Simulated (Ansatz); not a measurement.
`F[SiH](Cl)Cl` + NH₃ → `N[SiH](Cl)Cl` + H–F at 600 K and 1 bar (ligand exchange at the Si–F bond).

Program: Ansatz. Geometries: PBE0-D4/def2-TZVP. ΔE: electronic, gas phase. CBS: MP2 limit from def2 TZ/QZ plus the TZ coupled-cluster correction, frozen cores. This one scheme is used for every species. Each species was taken in one conformer, which may not be the lowest.

| species | CCSD(T)/CBS energy (Eh) | H − E (kJ/mol) | S (J/(mol·K)) |
| --- | --- | --- | --- |
| `F[SiH](Cl)Cl` | -1309.19911 | 80.8 | 368.7 |
| NH₃ | -56.50880 | 112.4 | 219.5 |
| `N[SiH](Cl)Cl` | -1265.28357 | 150.8 | 401.2 |
| H–F | -100.39570 | 42.3 | 194.0 |

H − E and S are ideal-gas, rigid-rotor, harmonic terms from PBE0-D4/def2-TZVP, for one conformer and one mirror image of each species. 1 Eh = 2625.50 kJ/mol, R = 8.31446 J/(mol·K).

**Question.** By hand: ΔE, ΔH, ΔS and ΔG.

**Answer.** ΔE = (-1265.28357) + (-100.39570) − (-1309.19911) − (-56.50880) = 0.02864 Eh = 75.2 kJ/mol. Δ(H − E) = 150.8 + 42.3 − 80.8 − 112.4 = -0.1, so ΔH = 75.1 kJ/mol. ΔS = 401.2 + 194.0 − 368.7 − 219.5 = 7.0 J/(mol·K). ΔG = 75.1 − 600 × (7.0)/1000 = 70.9 kJ/mol.

**Question.** By hand: the equilibrium constant, and the temperature at which ΔG would vanish if ΔH and ΔS stayed fixed.

**Answer.** log₁₀ K = −ΔG/(RT ln 10) = -6.2. ΔG = 0 at ΔH/ΔS = 10729 K, far beyond where these terms or the molecules hold.

The number of gas molecules stays the same, so ΔS is small and ΔH decides. A doubt of 5 kJ/mol in ΔE shifts log₁₀ K by 0.4 here. Other conformers and mirror images would add mixing entropy, several J/(mol·K) or more a flexible species. These are equilibria of isolated gas molecules and say nothing of rates. Largest T1 diagnostic: 0.010 (customary marks: 0.02 for closed shells, 0.045 for open ones).
